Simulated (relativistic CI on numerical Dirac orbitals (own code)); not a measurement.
**What each ingredient does to the levels of Ba XLVII**

Base calculation: Dirac-Coulomb-Breit CI, orbitals from a KLI potential per configuration, QED by a radiative potential, unscaled Slater integrals.

Configuration list (outside the closed core 1s2): 2s2 2p6, 2s2 2p5 3s, 2s2 2p5 3p, 2s2 2p5 3d, 2s 2p6 3s, 2s 2p6 3p, 2s 2p6 3d, 2s2 2p5 4s, 2s2 2p5 4p, 2s2 2p5 4d, 2s2 2p5 4f, 2s 2p6 4s, 2s 2p6 4p, 2s2 2p4 3s2, 2s 2p6 4d, 2s 2p6 4f, 2s2 2p4 3s 3p, 2s2 2p5 5s, 2s2 2p5 5p, 2s2 2p5 5d, 2s2 2p5 5f, 2s2 2p5 5g, 2s2 2p4 3s 3d, 2s2 2p4 3p2, 2s2 2p4 3p 3d, 2s 2p5 3s2, 2s2 2p4 3d2, 2s 2p5 3s 3p, 2s 2p5 3s 3d, 2s 2p5 3p2, 2s 2p6 5s, 2s 2p6 5p, 2s 2p6 5d, 2s 2p6 5f, 2s 2p6 5g, 2s 2p5 3p 3d. Levels of other configurations are missing.

Variants: (1) QED terms removed. Shifts of the energy above 2s2 2p6 1S_0, in eV, for the lowest level and the first level of each name with at least 55 % of one term (blank where a level changes its place among those of its configuration and J or its character, or is not in the variant):

```csv
Level,Base,Δ(1)
2s2 2p6 1S_0,0.00,0.00
2s2 2p5 3s 3P°_2,4561.65,-1.21
2s2 2p5 3s 1P°_1,4567.47,-1.22
2s2 2p5 3p 3D_3,4763.23,+0.43
2s2 2p5 3p 1P_1,4763.24,+0.43
2s2 2p5 3p 3P_2,4771.99,+0.43
2s2 2p5 3p 1S_0,4809.63,+0.43
2s2 2p5 3d 3P°_0,4875.45,+0.67
2s2 2p5 3d 3P°_1,4881.75,+0.67
2s2 2p5 3d 3D°_2,4889.71,+0.67
2s2 2p5 3d 3F°_4,4905.36,+0.60
2s2 2p5 3d 3D°_3,4917.14,+0.60
2s2 2p5 3d 1P°_1,4937.27,+0.36
2s2 2p5 3s 3P°_0,4954.79,-1.84
2s2 2p5 3s 3P°_1,4959.44,-1.61
2s2 2p5 3p 3D_1,5051.78,-0.04
2s2 2p5 3p 3P_0,5084.93,-0.03
2s2 2p5 3d 3F°_2,5277.29,+0.03
2s 2p6 3s 3S_1,5282.59,+4.85
2s 2p6 3s 1S_0,5302.28,+4.94
2s 2p6 3p 3P°_0,5380.59,+6.71
2s 2p6 3p 3P°_1,5382.80,+6.64
```

At this charge energies of transitions that change n are usually good to better than 1 %, and those within a shell (Δn = 0) to a few per cent.

Ionisation energy from the two ground configurations alone: base 8325.23 eV. The NIST ASD value (theoretical) is 8326 eV.

LS names give the leading component of a level, which can be under half, so a name can repeat, a term be missing and a line seem to break the LS rules.
